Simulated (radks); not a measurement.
The numbers below are computed, except where a source is named.
The xenon ion Xe2+, 52 electrons, occupied as [Kr] 4d10 5s2 5p4 (the NIST ground configuration).

Level of theory: scalar-relativistic Kohn-Sham, SOGGA, spin-polarised, spherical densities, finite nucleus; open shells are filled with parallel spins first (spin-orbit coupling, left out, can overturn this in heavy ions); Fermi nuclear charge, rms radius 4.7859 fm (a radial shooting solver on a logarithmic mesh with Libxc functionals).

Energy parts (eV):
| part | energy |
|---|---|
| total | -202517.012 |
| kinetic | 212947.799 |
| electron-nucleus | -489175.178 |
| Hartree | 78675.288 |
| exchange-correlation | -4964.921 |

Orbitals (lengths in bohr, moments of r in powers of bohr):
[
 {"orbital": "1s up", "occ.": "1", "eigenvalue (eV)": "-34375.03", "<r^4>": "2.437e-06", "<r>": "0.02667", "<r^2>": "0.0009645"},
 {"orbital": "1s down", "occ.": "1", "eigenvalue (eV)": "-34374.94", "<r^4>": "2.437e-06", "<r>": "0.02667", "<r^2>": "0.0009645"},
 {"orbital": "2s up", "occ.": "1", "eigenvalue (eV)": "-5368.168", "<r^4>": "0.0004126", "<r>": "0.1147", "<r^2>": "0.01550"},
 {"orbital": "2s down", "occ.": "1", "eigenvalue (eV)": "-5368.123", "<r^4>": "0.0004126", "<r>": "0.1147", "<r^2>": "0.01550"},
 {"orbital": "2p up", "occ.": "3", "eigenvalue (eV)": "-4820.072", "<r^4>": "0.0002988", "<r>": "0.1003", "<r^2>": "0.01229"},
 {"orbital": "2p down", "occ.": "3", "eigenvalue (eV)": "-4819.997", "<r^4>": "0.0002988", "<r>": "0.1003", "<r^2>": "0.01229"},
 {"orbital": "3s up", "occ.": "1", "eigenvalue (eV)": "-1114.775", "<r^4>": "0.01752", "<r>": "0.3066", "<r^2>": "0.1074"},
 {"orbital": "3s down", "occ.": "1", "eigenvalue (eV)": "-1114.696", "<r^4>": "0.01751", "<r>": "0.3066", "<r^2>": "0.1074"},
 {"orbital": "3p up", "occ.": "3", "eigenvalue (eV)": "-937.7233", "<r^4>": "0.01836", "<r>": "0.3045", "<r^2>": "0.1075"},
 {"orbital": "3p down", "occ.": "3", "eigenvalue (eV)": "-937.6350", "<r^4>": "0.01836", "<r>": "0.3045", "<r^2>": "0.1075"},
 {"orbital": "3d up", "occ.": "5", "eigenvalue (eV)": "-674.8812", "<r^4>": "0.01585", "<r>": "0.2810", "<r^2>": "0.09333"},
 {"orbital": "3d down", "occ.": "5", "eigenvalue (eV)": "-674.7972", "<r^4>": "0.01585", "<r>": "0.2809", "<r^2>": "0.09332"},
 {"orbital": "4s up", "occ.": "1", "eigenvalue (eV)": "-218.4716", "<r^4>": "0.4942", "<r>": "0.7167", "<r^2>": "0.5802"},
 {"orbital": "4s down", "occ.": "1", "eigenvalue (eV)": "-218.2967", "<r^4>": "0.4932", "<r>": "0.7166", "<r^2>": "0.5799"},
 {"orbital": "4p up", "occ.": "3", "eigenvalue (eV)": "-162.3661", "<r^4>": "0.6734", "<r>": "0.7649", "<r^2>": "0.6663"},
 {"orbital": "4p down", "occ.": "3", "eigenvalue (eV)": "-162.1805", "<r^4>": "0.6700", "<r>": "0.7644", "<r^2>": "0.6653"},
 {"orbital": "4d up", "occ.": "5", "eigenvalue (eV)": "-80.5676", "<r^4>": "1.357", "<r>": "0.8763", "<r^2>": "0.8964"},
 {"orbital": "4d down", "occ.": "5", "eigenvalue (eV)": "-80.2829", "<r^4>": "1.328", "<r>": "0.8734", "<r^2>": "0.8893"},
 {"orbital": "5s up", "occ.": "1", "eigenvalue (eV)": "-39.9461", "<r^4>": "18.84", "<r>": "1.787", "<r^2>": "3.581"},
 {"orbital": "5s down", "occ.": "1", "eigenvalue (eV)": "-38.3476", "<r^4>": "18.86", "<r>": "1.781", "<r^2>": "3.568"},
 {"orbital": "5p up", "occ.": "3", "eigenvalue (eV)": "-27.2861", "<r^4>": "36.00", "<r>": "2.081", "<r^2>": "4.885"},
 {"orbital": "5p down", "occ.": "1", "eigenvalue (eV)": "-25.6197", "<r^4>": "37.67", "<r>": "2.094", "<r^2>": "4.960"},
 {"orbital": "6s up", "occ.": "0", "eigenvalue (eV)": "-11.5070", "<r^4>": "524.8", "<r>": "4.156", "<r^2>": "19.26"},
 {"orbital": "6s down", "occ.": "0", "eigenvalue (eV)": "-10.9221", "<r^4>": "579.3", "<r>": "4.255", "<r^2>": "20.19"}
]

The highest occupied level is 5p down at -25.620 eV. The electron density at the nucleus is 2.802e+05 e/bohr^3 (large components only). The density falls to 0.001 e/bohr^3 at r = 3.85 bohr. Spin moment in Bohr magnetons: 2. For comparison, the ionisation energy in NIST's Atomic Spectra Database is 31.05 eV (semi-empirical). In exact Kohn-Sham theory the highest level is minus the ionisation energy, but local and semilocal functionals leave it too shallow, through self-interaction and a potential that decays too fast; potentials with the right tail come closer. The spin density at the nucleus is -2.112 e/bohr^3 (1s -0.392, 2s 0.096, 3s 0.045, 4s 0.187, 5s -2.048). Summed over all electrons, <r^2> = 42.75 bohr^2, which gives a Langevin (diamagnetic) susceptibility term of -33.9 x 10^-6 cm^3/mol.

Run on one thread of a shared host, so times are rough (Intel(R) Xeon(R) Platinum 8488C): 0.22 s of CPU time, 0.25 s wall, 14 iterations on 2299 mesh points.
